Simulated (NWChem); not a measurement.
C4H9O, doublet; SMILES C([CH]CC)O

```xyz
14

C      0.6118     2.2360     0.0197
C     -0.6061     1.3052     0.0132
C     -0.3099    -0.0707    -0.4711
C     -0.0901    -1.1941     0.4701
O      0.2523    -2.3518    -0.2401
H      0.3415     3.2452     0.3684
H      1.4046     1.8515     0.6802
H      1.0411     2.3320    -0.9896
H     -1.3916     1.7597    -0.6175
H     -1.0298     1.2572     1.0324
H     -0.0917    -0.2543    -1.5276
H     -1.0087    -1.3425     1.0870
H      0.7035    -0.9136     1.2059
H      0.3655    -3.0707     0.3877
```
Atoms are numbered in this order, from 1.

This is a stationary point of PBE0/def2-SVP, spin-unrestricted (NWChem), point group C1. 

### Question
Is it a minimum? If not, what does it relax to?

### Answer
No. It has an imaginary frequency of 25i cm⁻¹. Following that mode (on a finer grid) lowers the energy by 0.6 kcal/mol and ends, with real frequencies alone, at point group C1:
```xyz
14

C      0.3893     2.4324    -0.3483
C     -0.2167     1.2599     0.4117
C      0.2739    -0.0673    -0.0425
C     -0.4069    -1.3219     0.3539
O      0.1450    -2.4032    -0.3478
H      0.0137     3.3956     0.0286
H      1.4866     2.4409    -0.2516
H      0.1533     2.3730    -1.4219
H     -1.3206     1.2924     0.3368
H     -0.0104     1.3897     1.4973
H      1.2850    -0.1674    -0.4521
H     -1.5016    -1.2198     0.1727
H     -0.3088    -1.4649     1.4591
H     -0.2490    -3.2131    -0.0122
```
